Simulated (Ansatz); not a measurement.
Basis-set extrapolation for `SB(S)Cl` (PBE0-D4/def2-TZVP geometry, frozen core, the Gaussian-basis code of Ansatz). Multiplicity 1, RHF reference.

|  | def2-TZVPP | def2-QZVPP |
| --- | --- | --- |
| HF | -1280.558312 | -1280.593999 |
| MP2 correlation | -0.642014 | -0.699434 |
| CCSD(T) correlation | -0.726145 | not run |

Energies in hartree. Use E(X) = E(∞) + A·exp(−7.88·√X) for Hartree–Fock and E(X) = E(∞) + B·X^(−2.97) for correlation, with X = 3 and 4, and add CCSD(T) minus MP2 of the smaller set to the MP2 limit.

Q: What is the CCSD(T) energy at the basis-set limit?

A: HF limit: -1280.593999 + (-0.035687) × 0.13774 = -1280.59891. MP2 limit: -0.699434 + (-0.057420) × 0.74074 = -0.74197. Higher-order term: -0.726145 − (-0.642014) = -0.08413. Total: -1281.42501 hartree, 369.0 kJ/mol below CCSD(T)/def2-TZVPP.
